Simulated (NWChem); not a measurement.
Program: NWChem. System: aminoborane (H4BN), charge 0, spin multiplicity 1, at a geometry optimised with PBE0/def2-SVP. Level: G0W0@PBE0/def2-TZVP, RI basis def2-tzvp-rifit.

Job file:

```
start mol
memory heap 200 mb stack 700 mb global 1700 mb
geometry units angstroms nocenter noautoz
  B      0.000000     0.000000    -0.776169
  N      0.000000     0.000000     0.611172
  H     -1.057459     0.000000    -1.364498
  H      1.057459     0.000000    -1.364498
  H      0.846359     0.000000     1.165820
  H     -0.846359     0.000000     1.165820
  symmetry group C2v
end
basis spherical
  * library def2-tzvp
end
basis "ri basis" bse spherical
  * library def2-tzvp-rifit
end
dft
  xc pbe0
  iterations 100
  direct
  tolerances tight
end
task dft energy
gw
  states alpha occ 4 vir 2
end
task dft gw
```

NWChem printed:

```
             Northwest Computational Chemistry Package (NWChem) 7.3.0
             --------------------------------------------------------

                                NWChem Input Module
                                -------------------

 Scaling coordinates for geometry "geometry" by  1.889725989
 (inverse scale =  0.529177249)

 Turning off AUTOSYM since
 SYMMETRY directive was detected!

                             Geometry "geometry" -> ""
                             -------------------------

 Output coordinates in angstroms (scale by  1.889725989 to convert to a.u.)

  No.       Tag          Charge          X              Y              Z
 ---- ---------------- ---------- -------------- -------------- --------------
    1 B                    5.0000     0.00000000     0.00000000    -0.77616900
    2 N                    7.0000     0.00000000     0.00000000     0.61117200
    3 H                    1.0000    -1.05745900     0.00000000    -1.36449800
    4 H                    1.0000     1.05745900     0.00000000    -1.36449800
    5 H                    1.0000     0.84635900     0.00000000     1.16582000
    6 H                    1.0000    -0.84635900     0.00000000     1.16582000

 Effective nuclear repulsion energy (a.u.)      32.1623911287

            Nuclear Dipole moment (a.u.)
            ----------------------------
        X                 Y               Z
 ---------------- ---------------- ----------------
     0.0000000000     0.0000000000     0.0000056692

      Symmetry information
      --------------------

 Group name             C2v
 Group number             16
 Group order               4
 No. of unique centers     4

      Symmetry unique atoms

     1    2    3    5


 Summary of "ao basis" -> "" (spherical)
 ------------------------------------------------------------------------------
       Tag                 Description            Shells   Functions and Types
 ---------------- ------------------------------  ------  ---------------------
 *                         def2-tzvp                  on all atoms

 new library libraries.bse/

 Summary of "ri basis" -> "" (spherical)
 ------------------------------------------------------------------------------
       Tag                 Description            Shells   Functions and Types
 ---------------- ------------------------------  ------  ---------------------
 *                      def2-tzvp-rifit               on all atoms

                                 NWChem DFT Module
                                 -----------------

 Summary of "ao basis" -> "ao basis" (spherical)
 ------------------------------------------------------------------------------
       Tag                 Description            Shells   Functions and Types
 ---------------- ------------------------------  ------  ---------------------
 B                         def2-tzvp                11       31   5s3p2d1f
 N                         def2-tzvp                11       31   5s3p2d1f
 H                         def2-tzvp                 4        6   3s1p

 Summary of "ao basis" -> "ao basis" (spherical)
 ------------------------------------------------------------------------------
       Tag                 Description            Shells   Functions and Types
 ---------------- ------------------------------  ------  ---------------------
 B                         def2-tzvp                11       31   5s3p2d1f
 N                         def2-tzvp                11       31   5s3p2d1f
 H                         def2-tzvp                 4        6   3s1p

      Symmetry analysis of basis
      --------------------------

        a1         38
        a2          8
        b1         24
        b2         16

            General Information
            -------------------
          SCF calculation type: DFT
          Wavefunction type:  closed shell.
          No. of atoms     :     6
          No. of electrons :    16
           Alpha electrons :     8
            Beta electrons :     8
          Charge           :     0
          Spin multiplicity:     1
          Use of symmetry is: on ; symmetry adaption is: on
          Maximum number of iterations: 100
          This is a Direct SCF calculation.
          AO basis - number of functions:    86
                     number of shells:    38
          Convergence on energy requested:  1.00D-06
          Convergence on density requested:  1.00D-05
          Convergence on gradient requested:  5.00D-04

              XC Information
              --------------
                         PBE0 Method XC Functional
                     Hartree-Fock (Exact) Exchange  0.250
          PerdewBurkeErnzerhof Exchange Functional  0.750
            Perdew 1991 LDA Correlation Functional  1.000 local
           PerdewBurkeErnz. Correlation Functional  1.000 non-local

             Grid Information
             ----------------
          Grid used for XC integration:  medium
          Radial quadrature: Mura-Knowles
          Angular quadrature: Lebedev.
          Tag              B.-S. Rad. Rad. Pts. Rad. Cut. Ang. Pts.
          ---              ---------- --------- --------- ---------
          B                   0.85       49           8.0       434
          N                   0.65       49           8.0       434
          H                   0.35       45          10.0       434
          Grid pruning is: on
          Number of quadrature shells:   188
          Spatial weights used:  Erf1

          Convergence Information
          -----------------------
          Convergence aids based upon iterative change in
[...]
          XC Gaussian exp screening on grid/accXCfunc:  20
          Schwarz screening/accCoul:  1.00D-08

      Superposition of Atomic Density Guess
      -------------------------------------

 Sum of atomic energies:         -80.84550147

      Non-variational initial energy
      ------------------------------

 Total energy =     -81.794110
 1-e energy   =    -171.003494
 2-e energy   =      57.046993
 HOMO         =      -0.385983
 LUMO         =       0.016126

      Symmetry analysis of molecular orbitals - initial
      -------------------------------------------------

  Numbering of irreducible representations:

     1 a1          2 a2          3 b1          4 b2

  Orbital symmetries:

     1 a1          2 a1          3 a1          4 a1          5 b1
     6 a1          7 b2          8 b1          9 b2         10 a1
    11 b1         12 a1         13 a1         14 a1         15 b1
    16 b2         17 b1         18 a1

   convergence    iter        energy       DeltaE   RMS-Dens  Diis-err    time
 ---------------- ----- ----------------- --------- --------- ---------  ------
 d= 0,ls=0.0,diis     1    -81.9341297209 -1.14D+02  4.48D-03  2.70D-01     0.6
 d= 0,ls=0.0,diis     2    -81.9435819080 -9.45D-03  2.27D-03  1.86D-01     0.9
 d= 0,ls=0.0,diis     3    -81.9593659543 -1.58D-02  7.25D-04  3.28D-02     1.3
 d= 0,ls=0.0,diis     4    -81.9627980521 -3.43D-03  9.89D-05  1.91D-04     1.7
 d= 0,ls=0.0,diis     5    -81.9628179770 -1.99D-05  2.94D-05  9.76D-06     2.0
 d= 0,ls=0.0,diis     6    -81.9628193535 -1.38D-06  5.52D-06  6.48D-07     2.4
 d= 0,ls=0.0,diis     7    -81.9628194530 -9.95D-08  3.87D-07  2.39D-09     2.8

         Total DFT energy =      -81.962819452993
      One electron energy =     -173.214466090782
           Coulomb energy =       71.448729696565
    Exchange-Corr. energy =      -12.359474187494
 Nuclear repulsion energy =       32.162391128718

 Numeric. integr. density =       16.000000503015

     Total iterative time =      2.6s

                  Occupations of the irreducible representations
                  ----------------------------------------------

                     irrep           alpha         beta
                     --------     --------     --------
                     a1                5.0          5.0
                     a2                0.0          0.0
                     b1                2.0          2.0
                     b2                1.0          1.0

                       DFT Final Molecular Orbital Analysis
                       ------------------------------------

 Vector    6  Occ=2.000000D+00  E=-4.034083D-01  Symmetry=a1
              MO Center= -2.3D-15,  2.1D-16, -8.9D-01, r^2= 1.8D+00
   Bfn.  Coefficient  Atom+Function         Bfn.  Coefficient  Atom+Function
  ----- ------------  ---------------      ----- ------------  ---------------
     8      0.278391  1 B  pz                39     -0.213444  2 N  pz
     4     -0.196603  1 B  s                 64     -0.166359  3 H  s
    70     -0.166359  4 H  s                 42     -0.156915  2 N  pz
    11      0.148908  1 B  pz                 3     -0.118127  1 B  s
    63     -0.111451  3 H  s                 69     -0.111451  4 H  s

 Vector    7  Occ=2.000000D+00  E=-3.271818D-01  Symmetry=b1
              MO Center=  1.8D-15,  6.0D-17, -1.0D+00, r^2= 1.9D+00
   Bfn.  Coefficient  Atom+Function         Bfn.  Coefficient  Atom+Function
  ----- ------------  ---------------      ----- ------------  ---------------
     6      0.292370  1 B  px                64     -0.222776  3 H  s
    70      0.222776  4 H  s                  9      0.202871  1 B  px
    63     -0.143035  3 H  s                 69      0.143035  4 H  s
    65     -0.139784  3 H  s                 71      0.139784  4 H  s
    37     -0.088058  2 N  px                76     -0.083969  5 H  s

 Vector    8  Occ=2.000000D+00  E=-3.193933D-01  Symmetry=b2
              MO Center= -1.9D-16,  2.9D-15,  4.1D-01, r^2= 1.1D+00
   Bfn.  Coefficient  Atom+Function         Bfn.  Coefficient  Atom+Function
  ----- ------------  ---------------      ----- ------------  ---------------
    38      0.390557  2 N  py                41      0.352069  2 N  py
    44      0.286770  2 N  py                 7      0.167247  1 B  py
    10      0.104971  1 B  py                13      0.052025  1 B  py

 Vector    9  Occ=0.000000D+00  E= 8.186193D-03  Symmetry=b2
              MO Center= -3.2D-16, -1.1D-14, -7.6D-01, r^2= 3.1D+00
   Bfn.  Coefficient  Atom+Function         Bfn.  Coefficient  Atom+Function
  ----- ------------  ---------------      ----- ------------  ---------------
    13      0.632670  1 B  py                44     -0.414372  2 N  py
    10      0.373441  1 B  py                 7      0.309188  1 B  py
    38     -0.210949  2 N  py                41     -0.166031  2 N  py
    52     -0.027446  2 N  d -1

 Vector   10  Occ=0.000000D+00  E= 3.635784D-02  Symmetry=a1
              MO Center=  6.6D-16,  3.6D-15,  1.1D+00, r^2= 5.0D+00
   Bfn.  Coefficient  Atom+Function         Bfn.  Coefficient  Atom+Function
  ----- ------------  ---------------      ----- ------------  ---------------
    36      2.390005  2 N  s                  5     -0.937046  1 B  s
    77     -0.877266  5 H  s                 83     -0.877266  6 H  s
    14     -0.546921  1 B  pz                11     -0.470331  1 B  pz
    34      0.211769  2 N  s                  4     -0.145654  1 B  s
    22     -0.128802  1 B  d  0              39      0.103635  2 N  pz

 Vector   11  Occ=0.000000D+00  E= 8.166153D-02  Symmetry=b1
              MO Center=  3.1D-14,  6.4D-18,  6.5D-01, r^2= 6.5D+00
   Bfn.  Coefficient  Atom+Function         Bfn.  Coefficient  Atom+Function
  ----- ------------  ---------------      ----- ------------  ---------------
    12      1.215570  1 B  px                77      1.214154  5 H  s
    83     -1.214154  6 H  s                 43     -1.156239  2 N  px
    65      0.515119  3 H  s                 71     -0.515119  4 H  s
    37     -0.194602  2 N  px                 9     -0.177322  1 B  px
    76      0.160558  5 H  s                 82     -0.160558  6 H  s

 center of mass
 --------------
 x =   0.00000000 y =   0.00000000 z =  -0.02519746

 moments of inertia (a.u.)
 ------------------
          65.529889952060           0.000000000000           0.000000000000
           0.000000000000          78.734960089179           0.000000000000
           0.000000000000           0.000000000000          13.205070137119

     Multipole analysis of the density
     ---------------------------------

     L   x y z        total         alpha         beta         nuclear
     -   - - -        -----         -----         ----         -------
     0   0 0 0     -0.000000     -8.000000     -8.000000     16.000000

     1   1 0 0      0.000000      0.000000      0.000000      0.000000
     1   0 1 0     -0.000000     -0.000000     -0.000000      0.000000
     1   0 0 1      0.788610      0.394302      0.394302      0.000006

     2   2 0 0     -9.799467    -11.451005    -11.451005     13.102543
     2   1 1 0     -0.000000     -0.000000     -0.000000      0.000000
     2   1 0 1     -0.000000     -0.000000     -0.000000      0.000000
     2   0 2 0    -11.149707     -5.574854     -5.574854      0.000000
     2   0 1 1     -0.000000     -0.000000     -0.000000      0.000000
     2   0 0 2     -9.855382    -26.477086    -26.477086     43.098790

 Task  times  cpu:        2.8s     wall:        2.8s

                                NWChem Input Module
                                -------------------

                                 NWChem GW Module
                                 ----------------

                             ***********************
                             ***        GW       ***
                             ***********************

 Summary of "ri basis" -> "ri basis" (spherical)
 ------------------------------------------------------------------------------
       Tag                 Description            Shells   Functions and Types
 ---------------- ------------------------------  ------  ---------------------
 B                      def2-tzvp-rifit             22       76   8s6p4d3f1g
 N                      def2-tzvp-rifit             22       76   8s6p4d3f1g
 H                      def2-tzvp-rifit              7       15   4s2p1d

                 Memory Information
                 ------------------
          Available GA per process is          1699.9 MBs
          Available stack per process is        700.0 MBs
          Available heap per process is           0.0 MBs

          Peak memory in Initialization
              Peak GA per process is                  1.8 MBs
              Peak stack per process is               0.1 MBs
              Peak heap per process is                2.0 MBs
              Memory not in MA per process            0.0 MBs

          Peak memory in AFF Calculation
              Peak GA per process is                  5.3 MBs
              Peak stack per process is               3.0 MBs
              Peak heap per process is                0.0 MBs
              Memory not in MA per process            3.0 MBs

          Computing 2-center integrals
          Computing Inverse Cholesky factor
          Computing 3-center integrals
          Computing V_xc ...

          Computing Sigma_x
          Computing RPA polarizability
          Solving quasiparticle equations

                  Alpha Orbitals
          State     Energy (eV)     Error (eV)
          -----------------------------------
@GW         5        -17.070           0.002
@GW         6        -13.772           0.002
@GW         7        -11.759           0.002
@GW         8        -11.024           0.002
@GW         9          2.401           0.005
@GW        10          2.734           0.004

   Applying  -2.3329 eV scissor-shift to rest of particle states

   Applying   2.1782 eV scissor-shift to rest of hole states

     GW Timing Statistics
   ------------------------
   Init.   :          0.0s
     ERIs  :          0.3s
     Distr.:          0.0s
     Vxc   :          0.4s
   Sigma_x :          0.0s
   RPA     :          0.1s
   Wmn     :          0.0s
   Sigma_c :          0.0s
   GW total:          0.8s

 Task  times  cpu:        0.8s     wall:        0.8s

 Total times  cpu:        3.6s     wall:        3.6s
```
